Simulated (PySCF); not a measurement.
Point-charge models of `C(CCl)[C@@](C(C)C)([SiH3])F` against its computed dipole.

Coordinates (GFN2-xTB, Å) and charges (e) from the PBE0/pcSseg-1 density (PySCF):

| atom | x | y | z | Mulliken | IAO | Hirshfeld | ESP-fitted |
| --- | --- | --- | --- | --- | --- | --- | --- |
| C1 | -1.722 | -0.812 | 0.897 | -0.2278 | -0.4176 | -0.1139 | -0.4880 |
| C2 | -1.047 | -0.644 | -0.461 | -0.3404 | -0.1004 | -0.0282 | +0.3133 |
| C3 | -2.002 | 0.040 | -1.438 | -0.1962 | -0.4213 | -0.1248 | -0.5403 |
| C4 | 0.290 | 0.109 | -0.343 | -0.1285 | +0.0630 | +0.0311 | +0.2502 |
| F5 | 0.763 | 0.287 | -1.660 | -0.3442 | -0.3428 | -0.0983 | -0.3013 |
| Si6 | 0.197 | 1.884 | 0.418 | +0.4324 | +0.5534 | +0.3002 | +0.3213 |
| C7 | 1.333 | -0.769 | 0.361 | -0.1596 | -0.2674 | -0.0880 | -0.0119 |
| C8 | 2.733 | -0.187 | 0.265 | -0.1929 | -0.2319 | -0.0348 | -0.2926 |
| Cl9 | 3.903 | -1.276 | 1.058 | -0.1582 | -0.1169 | -0.0782 | -0.1591 |
| H10 | -2.675 | -1.321 | 0.771 | +0.1235 | +0.1487 | +0.0477 | +0.1449 |
| H11 | -1.114 | -1.404 | 1.577 | +0.1262 | +0.1395 | +0.0414 | +0.0930 |
| H12 | -1.909 | 0.158 | 1.353 | +0.1242 | +0.1330 | +0.0383 | +0.1121 |
| H13 | -0.822 | -1.640 | -0.867 | +0.1187 | +0.1315 | +0.0367 | -0.0103 |
| H14 | -2.851 | -0.610 | -1.638 | +0.1168 | +0.1419 | +0.0431 | +0.1405 |
| H15 | -2.378 | 0.974 | -1.028 | +0.1091 | +0.1337 | +0.0340 | +0.1306 |
| H16 | -1.503 | 0.250 | -2.380 | +0.1306 | +0.1530 | +0.0350 | +0.1360 |
| H17 | 1.268 | 2.663 | -0.196 | -0.0498 | -0.0982 | -0.0688 | -0.0900 |
| H18 | -1.090 | 2.515 | 0.139 | -0.0612 | -0.1054 | -0.0673 | -0.0856 |
| H19 | 0.376 | 1.759 | 1.866 | -0.0583 | -0.1172 | -0.0731 | -0.0984 |
| H20 | 1.337 | -1.763 | -0.096 | +0.1366 | +0.1467 | +0.0388 | +0.0486 |
| H21 | 1.057 | -0.876 | 1.410 | +0.1456 | +0.1474 | +0.0409 | +0.0523 |
| H22 | 2.807 | 0.774 | 0.774 | +0.1785 | +0.1542 | +0.0433 | +0.1532 |
| H23 | 3.045 | -0.085 | -0.773 | +0.1750 | +0.1732 | +0.0452 | +0.1817 |

Compute μ = Σ q r for each scheme (1 e·Å = 4.803 D) and compare with the dipole of the full density.

The full density gives (-2.37, 0.52, 0.46) D, 2.47 D in size; dipole vectors point from the negative to the positive end.

```json
{"scheme": "Mulliken", "μx": "-3.23", "μy": "1.81", "μz": "2.82", "size (D)": "4.66", "share of the full size (%)": "189", "angle to the full dipole (°)": "31"}
{"scheme": "IAO", "μx": "-2.51", "μy": "1.04", "μz": "1.95", "size (D)": "3.34", "share of the full size (%)": "135", "angle to the full dipole (°)": "27"}
{"scheme": "Hirshfeld", "μx": "-1.29", "μy": "0.51", "μz": "0.47", "size (D)": "1.47", "share of the full size (%)": "59", "angle to the full dipole (°)": "12"}
{"scheme": "ESP-fitted", "μx": "-2.42", "μy": "0.57", "μz": "0.45", "size (D)": "2.52", "share of the full size (%)": "102", "angle to the full dipole (°)": "1"}
```

Which set comes closest?

Length of the difference vector: ESP-fitted 0.06 D, Hirshfeld 1.08 D, IAO 1.58 D, Mulliken 2.83 D. Closest: ESP-fitted. 

What is left for the Hirshfeld atoms' own dipoles?

The Hirshfeld atoms' densities add up to the full density, so μ = Σ q r + Σ (atomic dipoles). The atomic dipoles sum to (-2.37, 0.52, 0.46) − (-1.29, 0.51, 0.47) = (-1.08, 0.01, -0.01) D, 1.08 D in size.

With the origin at the mean of the coordinates, (0.000, 0.001, 0.000) Å, which are the largest single terms, by size, of the ESP-fitted dipole along the direction of the full one?

C3 -4.31, C1 -3.86, C8 +3.67, Cl9 +2.92, H23 -2.69 D; all 23 atoms together +2.52 D. The single terms depend on the origin, their sum doesn't.

Give the size of the full dipole in other units.

2.47 D = 0.972 au = 0.514 e·Å = 8.24 × 10⁻³⁰ C·m.

One conformer (not necessarily the lowest) at the GFN2-xTB geometry, without solvent, vibrations or thermal averaging.

Conformer computed: `[CH3:1][CH:2]([CH3:3])[C@@:4]([F:5])([SiH3:6])[CH2:7][CH2:8][Cl:9]`: C1–C2–C4–F5 -176°, C2–C4–C7–C8 169°, C4–C7–C8–Cl9 -178°.
